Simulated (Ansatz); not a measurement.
Program: Ansatz. Geometries: PBE0-D4/def2-TZVP. ΔE: electronic, gas phase. CCSD(T)/CBS is the MP2 limit (def2-TZVPP, def2-QZVPP) plus CCSD(T) − MP2 in def2-TZVPP, frozen cores. This one scheme is used for every species. Functionals use def2-TZVPP. One conformer a species, not always the lowest.

`C[SiH2][SiH2]F` + CH₃OH → `CO[SiH2][SiH2]F` + CH₄  (ligand exchange at the Si–C bond)

| level | ΔE (kJ/mol) |
| --- | --- |
| CAM-B3LYP-D4 | -95.2 |
| PBE0 | -78.9 |

Q: What does CCSD(T)/CBS give? (An estimate is asked.)

A: Ansatz gave: -87.9 kJ/mol. The listed levels differ from it by -7.3, 9.0 kJ/mol.

Largest T1 diagnostic among the species: 0.012.

Leaving LDA and LC-ωPBE aside and taking each functional with its dispersion term where it has one, the values, not all of them listed here, spread over 17.5 kJ/mol, from BHLYP-D4 to PBE-D4. In def2-TZVPP, CCSD(T) changes the Hartree–Fock value by +11.5 kJ/mol (the triples alone add +0.7 kJ/mol) and MP2 by +9.2 kJ/mol.

CCSD(T)/CBS has its own doubt, a few kJ/mol and more with outer-core shells, so smaller differences from it don't rank the levels.
